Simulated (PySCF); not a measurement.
Method: PBE0-D4/def2-TZVP // PBE0-D4/def2-SVP (PySCF). All species are isolated molecules in the gas phase. One relaxed conformer stands for a flexible species; it need not be the lowest. Excitations are Tamm–Dancoff values on a coarser integration grid. The basis has no diffuse functions, so Rydberg states are missing or too high.

Reference species (SMILES): `CC[Si](CC)(CC)CC` (neutral, multiplicity 1).

```
Item                  Result
-------------------  -------
S1 excitation (TDA)  7.44 eV
HOMO–LUMO gap        8.56 eV
```

Changed species: `S[Si](S)(CC)CC` (2 of 4 C2H5 replaced by SH; the reference has 0 of 4 C2H5 replaced by SH).

Question: What does the change do to the S1 excitation (TDA) and HOMO–LUMO gap?

Answer: the S1 excitation (TDA) drops by 1.71 eV, to 5.73 eV; the HOMO–LUMO gap falls by 1.43 eV, to 7.13 eV.
